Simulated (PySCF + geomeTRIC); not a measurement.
Method: PySCF + geomeTRIC with BP86-D3(BJ)/def2-SVP. fastk is a local helper that only speeds up exchange builds. No frequencies were computed at this level.

```python
import json, numpy as np
from pyscf import gto, dft
from fastk import lowrank_exchange
atoms = """
Sc     0.020275     0.140040     0.101264
Cl    -0.034132    -2.125058     0.137203
N      1.835381     0.871325    -0.342584
H      2.188976     1.822273    -0.442920
H      2.648669     0.276737    -0.528209
N     -1.754480     0.974935     0.523910
H     -2.594948     0.429403     0.738191
H     -2.059509     1.945280     0.591373
"""
def scf(charge, spin, dm0=None):
    mol = gto.M(atom=atoms, basis='def2-svp', ecp={}, charge=charge, spin=spin, verbose=3, max_memory=5040)
    mf = dft.KS(mol, xc='bp86').density_fit(auxbasis="def2-universal-jkfit")
    mf.disp = 'd3bj'
    mf.grids.level = 3
    mf.conv_tol = 1e-8
    mf.max_cycle = 120
    mf.level_shift = 0.25
    mf.kernel(dm0)
    if not mf.converged:
        mf = mf.newton().run(mf.mo_coeff, mf.mo_occ).undo_soscf()
    return mf
mf = scf(0, 0)
from pyscf.geomopt.geometric_solver import kernel as optimize
path = []
done, mol = optimize(mf, maxsteps=120, assert_convergence=False, callback=lambda env: path.append((env["energy"], bool(env["g_scanner"].converged))))
res = dict(converged=bool(done and path[-1][1]), energy=path[-1][0], path=[e for e, c in path], xyz=mol.atom_coords(unit="Angstrom").tolist(), nao=mol.nao)
json.dump(res, open("result.json", "w"))
```

Output:

```
converged SCF energy = -1332.79468525252
Geometry optimization cycle 1
converged SCF energy = -1332.79468524331
cycle 1: E = -1332.79468524  dE = -1332.79  norm(grad) = 0.0290669
Geometry optimization cycle 2
converged SCF energy = -1332.79814113417
cycle 2: E = -1332.79814113  dE = -0.00345589  norm(grad) = 0.00979225
Geometry optimization cycle 3
converged SCF energy = -1332.79917669216
cycle 3: E = -1332.79917669  dE = -0.00103556  norm(grad) = 0.00715795
Geometry optimization cycle 4
converged SCF energy = -1332.79972452081
cycle 4: E = -1332.79972452  dE = -0.000547829  norm(grad) = 0.0059823
Geometry optimization cycle 5
converged SCF energy = -1332.79999703045
cycle 5: E = -1332.79999703  dE = -0.00027251  norm(grad) = 0.00422196
Geometry optimization cycle 6
converged SCF energy = -1332.80013532341
cycle 6: E = -1332.80013532  dE = -0.000138293  norm(grad) = 0.00287208
Geometry optimization cycle 7
converged SCF energy = -1332.80016713458
cycle 7: E = -1332.80016713  dE = -3.18112e-05  norm(grad) = 0.0016426
Geometry optimization cycle 8
converged SCF energy = -1332.80017706265
cycle 8: E = -1332.80017706  dE = -9.92807e-06  norm(grad) = 0.000727503
Geometry optimization cycle 9
converged SCF energy = -1332.80018146653
cycle 9: E = -1332.80018147  dE = -4.40388e-06  norm(grad) = 0.000317039
Geometry optimization cycle 10
converged SCF energy = -1332.80018258274
cycle 10: E = -1332.80018258  dE = -1.11621e-06  norm(grad) = 0.000220225
Geometry optimization cycle 11
converged SCF energy = -1332.80018272398
cycle 11: E = -1332.80018272  dE = -1.41238e-07  norm(grad) = 0.000115105
Geometry optimization cycle 12
converged SCF energy = -1332.80018270398
cycle 12: E = -1332.8001827  dE = 2.00007e-08  norm(grad) = 0.00015846
Geometry optimization cycle 13
converged SCF energy = -1332.80018278082
cycle 13: E = -1332.80018278  dE = -7.68414e-08  norm(grad) = 0.000272688
<class 'geometric.internal.Distance'> : 7
<class 'geometric.internal.Angle'> : 6
<class 'geometric.internal.OutOfPlane'> : 3
<class 'geometric.internal.Dihedral'> : 8
<class 'geometric.internal.TranslationX'> : 1
<class 'geometric.internal.TranslationY'> : 1
<class 'geometric.internal.TranslationZ'> : 1
<class 'geometric.internal.RotationA'> : 1
<class 'geometric.internal.RotationB'> : 1
<class 'geometric.internal.RotationC'> : 1
Step    0 : Gradient = 1.028e-02/1.387e-02 (rms/max) Energy = -1332.7946852433
Step    1 : Displace = 8.895e-02/1.126e-01 (rms/max) Trust = 1.000e-01 (=) Grad = 3.462e-03/5.469e-03 (rms/max) E (change) = -1332.7981411342 (-3.456e-03) Quality = 1.204
Step    2 : Displace = 7.133e-02/9.964e-02 (rms/max) Trust = 1.414e-01 (+) Grad = 2.531e-03/5.196e-03 (rms/max) E (change) = -1332.7991766922 (-1.036e-03) Quality = 1.371
Step    3 : Displace = 7.178e-02/1.013e-01 (rms/max) Trust = 2.000e-01 (+) Grad = 2.115e-03/3.547e-03 (rms/max) E (change) = -1332.7997245208 (-5.478e-04) Quality = 1.321
Step    4 : Displace = 5.138e-02/7.466e-02 (rms/max) Trust = 2.828e-01 (+) Grad = 1.493e-03/2.575e-03 (rms/max) E (change) = -1332.7999970304 (-2.725e-04) Quality = 1.379
Step    5 : Displace = 3.741e-02/5.315e-02 (rms/max) Trust = 3.000e-01 (+) Grad = 1.015e-03/1.786e-03 (rms/max) E (change) = -1332.8001353234 (-1.383e-04) Quality = 1.254
Step    6 : Displace = 1.136e-02/1.889e-02 (rms/max) Trust = 3.000e-01 (=) Grad = 5.807e-04/1.029e-03 (rms/max) E (change) = -1332.8001671346 (-3.181e-05) Quality = 1.263
Step    7 : Displace = 4.011e-03/7.555e-03 (rms/max) Trust = 3.000e-01 (=) Grad = 2.572e-04/4.786e-04 (rms/max) E (change) = -1332.8001770626 (-9.928e-06) Quality = 1.286
Step    8 : Displace = 4.065e-03/7.696e-03 (rms/max) Trust = 3.000e-01 (=) Grad = 1.121e-04/2.069e-04 (rms/max) E (change) = -1332.8001814665 (-4.404e-06) Quality = 1.193
Step    9 : Displace = 3.039e-03/4.847e-03 (rms/max) Trust = 3.000e-01 (=) Grad = 7.786e-05/1.382e-04 (rms/max) E (change) = -1332.8001825827 (-1.116e-06) Quality = 1.035
Step   10 : Displace = 1.240e-03/1.994e-03 (rms/max) Trust = 3.000e-01 (=) Grad = 4.070e-05/6.966e-05 (rms/max) E (change) = -1332.8001827240 (-1.412e-07) Quality = 0.428
Step   11 : Displace = 1.133e-03/1.844e-03 (rms/max) Trust = 3.000e-01 (=) Grad = 5.602e-05/8.166e-05 (rms/max) E (change) = -1332.8001827040 (+2.000e-08) Quality = -0.043
Step   12 : Displace = 5.598e-04/6.592e-04 (rms/max) Trust = 5.664e-04 (-) Grad = 9.641e-05/1.561e-04 (rms/max) E (change) = -1332.8001827808 (-7.684e-08) Quality = 0.089
Converged! =D
```

Cost: roughly 2.1 core-minutes.
